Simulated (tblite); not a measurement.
C3H12OSi2.
Structure used (GFN2-xTB), in Å, numbered top down from 1:
```xyz
18
C3H12OSi2 angstrom
C     -2.345   -1.220    0.195
Si    -1.595    0.517    0.097
C      0.100    0.394   -0.790
C      0.793    1.733   -0.987
O      0.853   -0.462    0.053
Si     2.346   -1.059   -0.088
H     -3.260   -1.218    0.779
H     -1.651   -1.914    0.662
H     -2.585   -1.607   -0.792
H     -2.465    1.424   -0.666
H     -1.353    1.058    1.437
H      0.009   -0.093   -1.771
H      0.169    2.386   -1.592
H      1.752    1.598   -1.486
H      0.968    2.205   -0.024
H      2.342   -1.974    1.043
H      3.381   -0.026    0.030
H      2.531   -1.738   -1.377
```

Level: GFN2-xTB in tblite, geometry and Hessian alike; calculated harmonic values, unscaled, isolated species. This tight-binding method is rough: wavenumbers can miss measured ones by several per cent, in bad cases by 10 to 20. Modes of hydrogen on silicon can be 10 to 20 % off. One conformer, not necessarily the lowest.

Harmonic wavenumbers (cm⁻¹): 35.8, 51.8, 99.5, 124.6, 138.1, 163.0, 223.6, 229.6, 289.4, 412.5, 466.7, 569.8, 603.4, 627.1, 674.5, 693.9, 756.8, 757.8, 770.9, 780.8, 816.7, 823.7, 837.0, 847.0, 987.5, 1016.4, 1108.1, 1139.3, 1258.8, 1304.9, 1365.3, 1400.0, 1477.3, 1482.4, 1486.1, 1503.0, 2197.9, 2199.3, 2231.1, 2245.3, 2331.2, 2856.6, 3005.7, 3031.0, 3036.3, 3037.5, 3040.0, 3046.2.

A = 3362, B = 1295, C = 999.2 MHz; mass 120.043 u (most abundant isotopes); point group C1, symmetry number 1.

Q: What is the zero-point energy?

A: ½Σν̃ = 29791 cm⁻¹ = 356.38 kJ/mol.

Q: Give the ideal-gas entropy at 298.15 K and 1 bar in the rigid-rotor, harmonic-oscillator model (classical rotation).

A: Translation 168.57, rotation 120.05, vibration 138.71: S = 427.3 J/(mol K).

Q: And Cp and H(298.15 K) − H(0)?

A: Cp = 166.74 J/(mol K), of which vibrations give 133.48 (their classical limit is 48 R = 399.1); H(298.15 K) − H(0) = 30.82 kJ/mol without the zero-point energy, 20.90 from vibrations.

Q: Which modes carry the vibrational entropy at 298.15 K?

A: 35.8 cm⁻¹: 22.92; 51.8 cm⁻¹: 19.86; 99.5 cm⁻¹: 14.49; 124.6 cm⁻¹: 12.67; 138.1 cm⁻¹: 11.84; 163.0 cm⁻¹: 10.52 J/(mol K); the other 42 give 46.40 together.

Q: Blend soft modes into free rotors: weight 1/[1 + (100 cm⁻¹/ν̃)⁴] for the oscillator and the rest for a rotor with moment μB/(μ + B), μ = h/(8π²ν), B = 10⁻⁴⁴ kg m². What vibrational entropy results?

A: 125.25 J/(mol K) in place of 138.71, which changes −T·S at 298.15 K by +4.01 kJ/mol.

Q: What must be added to the electronic energy to get the Gibbs energy at 298.15 K and 1 bar?

A: ZPE + [H(298.15 K) − H(0)] − T·S = 356.38 + 30.82 − 127.41 = 259.79 kJ/mol.

Q: How do the functions run with temperature in this model?

A: 
```json
{"T (K)": "100", "S (J/(mol K))": "298.2", "Cp (J/(mol K))": "85.6", "H − H(0) (kJ/mol)": "5.96", "G − H(0) (kJ/mol)": "-23.86", "ln q(vib)": "2.36"}
{"T (K)": "200", "S (J/(mol K))": "369.5", "Cp (J/(mol K))": "125.3", "H − H(0) (kJ/mol)": "16.47", "G − H(0) (kJ/mol)": "-57.43", "ln q(vib)": "5.42"}
{"T (K)": "300", "S (J/(mol K))": "428.4", "Cp (J/(mol K))": "167.5", "H − H(0) (kJ/mol)": "31.13", "G − H(0) (kJ/mol)": "-97.38", "ln q(vib)": "8.30"}
{"T (K)": "500", "S (J/(mol K))": "531.0", "Cp (J/(mol K))": "235.9", "H − H(0) (kJ/mol)": "71.89", "G − H(0) (kJ/mol)": "-193.60", "ln q(vib)": "13.79"}
{"T (K)": "800", "S (J/(mol K))": "657.4", "Cp (J/(mol K))": "301.6", "H − H(0) (kJ/mol)": "153.34", "G − H(0) (kJ/mol)": "-372.56", "ln q(vib)": "21.35"}
{"T (K)": "1000", "S (J/(mol K))": "728.0", "Cp (J/(mol K))": "330.9", "H − H(0) (kJ/mol)": "216.74", "G − H(0) (kJ/mol)": "-511.25", "ln q(vib)": "25.94"}
```

q(vib) and H(0) count from the zero-point level.

Hindered rotation and anharmonicity are outside this model. Other conformers, if any are populated, would add a mixing term that is left out. The structure is chiral; the term R ln 2 for an equal mix with its mirror image is left out.
